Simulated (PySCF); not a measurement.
CH₂N, SMILES [CH][NH] (connectivity only; charge and spin as stated), neutral, multiplicity 2. Atoms are numbered in the order given.

```xyz
4

C     -0.1929    -0.6163     0.0000
N      0.1728     0.5550     0.0000
H      0.4727    -1.4868     0.0000
H     -0.5249     1.2997     0.0000
```
Charge 0, spin multiplicity 2.

The structure is a stationary point at B3LYP-D3(BJ)/def2-TZVPD.

Method: ωB97X/def2-TZVPD (PySCF).

```yaml
total_energy: -93.97517 hartree
point_group: Cs
"α spin, highest occupied and lowest empty level": -8.43 and 1.89 eV
"β spin, highest occupied and lowest empty level": -12.46 and 0.24 eV
dipole_moment: 0.48 D
quadrupole, principal values (traceless, Buckingham form, about the centre of nuclear charge): -4.24, -1.43, 5.67 D·Å
mean_static_polarisability: 22.4 bohr³ (3.31 Å³)
polarisability_principal_values: 16.7, 20.6, 29.7 bohr³
"⟨S²⟩": 0.755 (pure state 0.75)
```
